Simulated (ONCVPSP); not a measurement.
# Mg (Z = 12), ONCV: configuration errors across variants

ONCVPSP 4.0.1 input, shortened (lines: element, Z, core and valence counts, functional; n l f; lmax; l rc ep ncon nbas qcut; lloc lpopt rc5 dvloc0; l nproj debl; icmod fcfact rcfact), LDA (Perdew-Zunger), scalar-relativistic:

```
  Mg 12.00    1    3        3      upf
    1    0    2.00
    2    0    2.00
    2    1    6.00
    3    0    2.00
    1
    0    1.20    0.00    4    7    7.50
    1    0.65    0.00    3    7   19.10
    4    5    0.60    0.00
    0    2    1.20
    1    2    2.50
    1    0.25    0.00
```

All-electron excitation energies from the reference (eV): (1) 2s2 2p6 3s1 8.074; (2) 2s2 2p6 3s0 23.122; (3) 2s2 2p6 3s1.5 3.192; (4) 2s2 2p5 3s2 58.645.

Errors AE − PS in meV (a dash: test not solved or not reliable):

| change | (1) | (2) | (3) | (4) | bound ghosts | GHOST(+) flags above zero |
| --- | --- | --- | --- | --- | --- | --- |
| base | -0.1 | -0.7 | 0.0 | +48 | none | none |
| p: qcut 29.4 | -0.1 | -0.6 | 0.0 | +38 | none | none |
| s: qcut 10.4 | -0.1 | -0.6 | 0.0 | +46 | none | none |
| s: rc 1.48 | -0.2 | -0.9 | -0.1 | +51 | none | none |
| p: rc 0.48; local potential polynomial inside 0.48 bohr (lpopt 5, dvloc0 0 Ha) | -0.1 | -0.5 | 0.0 | +31 | none | none |

(1) Give the same row for: core correction Teter function fitted to the true core (icmod 2), fcfact 0.6.

## Answers

(1) -0.1, -0.7, 0.0, +49; bound ghosts: none; GHOST(+) flags above zero: none.
